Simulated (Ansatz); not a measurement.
`CN[SiH]([SiH3])Cl` → `CN[SiH2]Cl` + `[SiH2]` at 700 K and 1 bar (silylene loss).

Calculated with Ansatz (gas phase, PBE0-D4/def2-TZVP geometries, no zero-point term in ΔE). CBS: MP2 limit from def2 TZ/QZ plus the TZ coupled-cluster correction, frozen cores. This one scheme is used for every species. Each species was taken in one conformer, which may not be the lowest.

```
            species  CCSD(T)/CBS energy (Eh)  H − E (kJ/mol)  S (J/(mol·K))
`CN[SiH]([SiH3])Cl`              -1135.57158           334.4          539.1
       `CN[SiH2]Cl`               -845.29269           263.1          434.4
           `[SiH2]`               -290.19011            56.3          240.4
```

H − E and S are ideal-gas, rigid-rotor, harmonic terms from PBE0-D4/def2-TZVP, for one conformer and one mirror image of each species. 1 Eh = 2625.50 kJ/mol, R = 8.31446 J/(mol·K).

By hand: ΔE, ΔH, ΔS and ΔG.

ΔE = (-845.29269) + (-290.19011) − (-1135.57158) = 0.08878 Eh = 233.1 kJ/mol. Δ(H − E) = 263.1 + 56.3 − 334.4 = -15.0, so ΔH = 218.1 kJ/mol. ΔS = 434.4 + 240.4 − 539.1 = 135.7 J/(mol·K). ΔG = 218.1 − 700 × (135.7)/1000 = 123.1 kJ/mol.

By hand: the equilibrium constant, and the temperature at which ΔG would vanish if ΔH and ΔS stayed fixed.

log₁₀ K = −ΔG/(RT ln 10) = -9.2. ΔG = 0 at ΔH/ΔS = 1607 K.

The number of gas molecules changes by +1, which sets the sign of ΔS. A doubt of 5 kJ/mol in ΔE shifts log₁₀ K by 0.4 here. Other conformers and mirror images would add mixing entropy, several J/(mol·K) or more a flexible species. These are equilibria of isolated gas molecules and say nothing of rates. Largest T1 diagnostic: 0.014 (customary marks: 0.02 for closed shells, 0.045 for open ones).
